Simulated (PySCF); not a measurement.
## Dipole polarisabilities along the 3d series

Calculated with PySCF 2.14 for the ground configurations, without spin-orbit coupling: coupled response for Hartree-Fock and DFT. Mean α in bohr³, C₆ of like pairs in atomic units.

```json
{"species": "Sc [Ar] 3d1 4s2 (x2c-TZVPPall with one added diffuse shell each of s, p, d, f type, spin-free X2C)", "α UHF": "n/a", "α PBE": "123.7", "α PBE0": "128.0", "α recommended (Schwerdtfeger and Nagle)": "97 ± 10", "C₆ UHF": "n/a", "C₆ PBE": "1516", "C₆ PBE0": "1618"}
{"species": "V [Ar] 3d3 4s2 (x2c-TZVPPall with one added diffuse shell each of s, p, d, f type, spin-free X2C)", "α UHF": "126.0", "α PBE": "90.29", "α PBE0": "95.11", "α recommended (Schwerdtfeger and Nagle)": "87 ± 10", "C₆ UHF": "1390", "C₆ PBE": "966.8", "C₆ PBE0": "1036"}
{"species": "Cr [Ar] 3d5 4s1 (x2c-TZVPPall with one added diffuse shell each of s, p, d, f type, spin-free X2C)", "α UHF": "106.5", "α PBE": "69.78", "α PBE0": "74.40", "α recommended (Schwerdtfeger and Nagle)": "83 ± 12", "C₆ UHF": "970.3", "C₆ PBE": "576.5", "C₆ PBE0": "624.9"}
{"species": "Mn [Ar] 3d5 4s2 (x2c-TZVPPall with one added diffuse shell each of s, p, d, f type, spin-free X2C)", "α UHF": "101.3", "α PBE": "72.07", "α PBE0": "76.32", "α recommended (Schwerdtfeger and Nagle)": "68 ± 9", "C₆ UHF": "1003", "C₆ PBE": "678.0", "C₆ PBE0": "731.3"}
{"species": "Fe [Ar] 3d6 4s2 (x2c-TZVPPall with one added diffuse shell each of s, p, d, f type, spin-free X2C)", "α UHF": "81.90", "α PBE": "60.14", "α PBE0": "63.86", "α recommended (Schwerdtfeger and Nagle)": "62 ± 4", "C₆ UHF": "779.3", "C₆ PBE": "532.2", "C₆ PBE0": "575.8"}
{"species": "Co [Ar] 3d7 4s2 (x2c-TZVPPall with one added diffuse shell each of s, p, d, f type, spin-free X2C)", "α UHF": "70.29", "α PBE": "52.15", "α PBE0": "55.58", "α recommended (Schwerdtfeger and Nagle)": "55 ± 4", "C₆ UHF": "640.5", "C₆ PBE": "436.2", "C₆ PBE0": "473.7"}
{"species": "Ni [Ar] 3d8 4s2 (x2c-TZVPPall with one added diffuse shell each of s, p, d, f type, spin-free X2C)", "α UHF": "61.96", "α PBE": "46.11", "α PBE0": "49.24", "α recommended (Schwerdtfeger and Nagle)": "49 ± 3", "C₆ UHF": "538.5", "C₆ PBE": "365.5", "C₆ PBE0": "397.9"}
{"species": "Cu [Ar] 3d10 4s1 (x2c-TZVPPall with one added diffuse shell each of s, p, d, f type, spin-free X2C)", "α UHF": "70.98", "α PBE": "40.34", "α PBE0": "44.38", "α recommended (Schwerdtfeger and Nagle)": "46.5 ± 0.5", "C₆ UHF": "497.0", "C₆ PBE": "249.9", "C₆ PBE0": "278.7"}
{"species": "Zn [Ar] 3d10 4s2 (x2c-TZVPPall with one added diffuse shell each of s, p, d, f type, spin-free X2C)", "α UHF": "50.59", "α PBE": "37.45", "α PBE0": "40.11", "α recommended (Schwerdtfeger and Nagle)": "38.67 ± 0.3", "C₆ UHF": "400.5", "C₆ PBE": "268.3", "C₆ PBE0": "293.3"}
```

(1) Fill in the row of Ti [Ar] 3d2 4s2 (x2c-TZVPPall with one added diffuse shell each of s, p, d, f type, spin-free X2C).

Hartree-Fock lacks correlation. All values carry a basis error.

## Answers

(1) α UHF 146.0; α PBE 103.7; α PBE0 108.8; α recommended (Schwerdtfeger and Nagle) 87 ± 10; C₆ UHF 1690; C₆ PBE 1196; C₆ PBE0 1275.
